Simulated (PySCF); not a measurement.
Simulated P 2p region for `[GeH]([Br])([Br])[PH2]`, binding energy against the vacuum level.

Every computed line was given a Gaussian of 0.4 eV full width at half maximum and an area set by the number of equivalent atoms (split 2:1 within a doublet); the highest printed point is 100. Theory: PySCF 2.14.0, delta-SCF UKS SCAN, pcX-2 on the ionised atom, pcseg-1 elsewhere, spin-free X2C.

(binding energy (eV), intensity): (136.4, 1), (136.5, 3), (136.6, 12), (136.7, 35), (136.8, 70), (136.9, 100), (137.0, 100), (137.1, 71), (137.2, 36), (137.3, 13), (137.4, 5), (137.5, 7), (137.6, 19), (137.7, 37), (137.8, 51), (137.9, 49), (138.0, 34), (138.1, 16), (138.2, 6), (138.3, 1), (138.4, 0)

How many maxima does the curve show, and how many computed lines lie under it?

The curve has 2 maxima (at 136.9 and 137.8 eV). Under it lie 2 lines from 1 inequivalent phosphorus site, drawn as a 2p3/2, 2p1/2 pair.

Decompose the envelope and assign each component. Numbering: `[PH2:1][GeH:2]([Br:3])[Br:4]`.

```tsv
position (eV)	relative area	line	atoms	environment
136.95	0.67	P 2p3/2	P1	three-coordinate phosphorus
137.84	0.33	P 2p1/2	P1	three-coordinate phosphorus
```

The curve has no shake-up lines and no vibrational structure. Spin–orbit coupling isn't in the SCF: each 2p doublet comes from a relaxed spin-free hole plus a matrix of the shell (mean-field spin–orbit coupling and the ground-state 2p splitting), with 2p3/2 averaged over its two sublevels. 2p1/2 minus 2p3/2 (ligand field included): P 0.89 eV. Geometry: PBE0-D3(BJ)/def2-SVP, one conformer, isolated molecule.

The run took 7.9 s wall on x86-64 server, one thread, shared host.

Conformer computed: `[PH2:1][GeH:2]([Br:3])[Br:4]`: H–P1–Ge2–Br3 48°, H–P1–Ge2–Br3 -46°.
